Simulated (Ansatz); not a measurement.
Born–Oppenheimer molecular dynamics of CuH$_{4}$OSi (7 atoms, charge 1, multiplicity 1). It starts from a relaxed structure.

These are results of RKS B3LYP/def2-SVP in Ansatz 0.2.0, not measurements.

- ensemble: NVT, Langevin thermostat
- time step: 2.5 fs
- steps asked: 40
- set temperature: 200 K
- friction: 0.001 /fs
- seed: 609316

First frame:

```xyz
7
Properties=species:S:1:pos:R:3
Cu 0.312 1.363 -2.140
Si 0.040 -0.114 0.820
O -0.123 -0.073 -0.935
H 0.973 -1.217 1.139
H 0.597 1.232 1.087
H -1.318 -0.313 1.373
H -0.482 -0.878 -1.343
```

Question: How far do the bonds stretch over the last three quarters of this one trajectory? (Pairs bonded in most of those frames.)

Answer: 
| bond | mean (Å) | spread (Å) | shortest | longest |
| --- | --- | --- | --- | --- |
| Cu1–O3 | 1.809 | 0.086 | 1.69 | 1.98 |
| Si2–O3 | 1.665 | 0.043 | 1.61 | 1.77 |
| Si2–H4 | 1.495 | 0.017 | 1.47 | 1.53 |
| Si2–H5 | 1.510 | 0.029 | 1.47 | 1.56 |
| Si2–H6 | 1.509 | 0.056 | 1.42 | 1.59 |

Mean temperature of the second half: 1927 K. The mean temperature of the second half is 864 % above the set value. A step of 2.5 fs is long for free X–H stretches (periods near 10 fs) and can bias their spread and the temperature. A run of 0.1 ps of so small a system gives no equilibrium averages. The orbitals stay closed-shell, which can raise the energy where a bond breaks towards radicals; this wasn't checked here.

The run took 120 s on 1 thread of Arm Neoverse V2, with other jobs on the host, peak memory 0.15 GiB.
